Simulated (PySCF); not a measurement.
CH3ClGa, SMILES [Ga]([Cl])[CH3], multiplicity 2.

Coordinates come from a B3LYP-D3(BJ)/def2-TZVP optimisation. The spin state was assumed, not searched. The isomer is the one that the SMILES or the coordinates give; other isomers of the formula were not compared.

Two levels are set side by side: PBE/def2-TZVPD (PySCF) and PBE0/def2-TZVPD (PySCF). Same geometry, gas phase. Differences are taken from unrounded values.

| quantity | PBE |
|---|---|
| α-spin orbital gap (eV) | 2.62 |
| β-spin orbital gap (eV) | 3.36 |
| dipole moment (D) | 2.70 |
| mean polarisability (bohr³) | 67.7 |

Problem. These are the PBE values. What does PBE0 give? (The exact figures need the calculation; the answer reports its results.)

Solution. 
```
quantity                     PBE0  PBE minus PBE0
---------------------------  ----  --------------
α-spin orbital gap (eV)      4.40           -1.78
β-spin orbital gap (eV)      5.50           -2.14
dipole moment (D)            2.82           -0.11
mean polarisability (bohr³)  65.0             2.7
```

PBE's more diffuse valence density responds more strongly to a field. Differences between two approximate levels are no errors against the true value.

Rough cost on one machine, each run with all the roots and properties that it gave: PBE0 against PBE within a factor of 2.
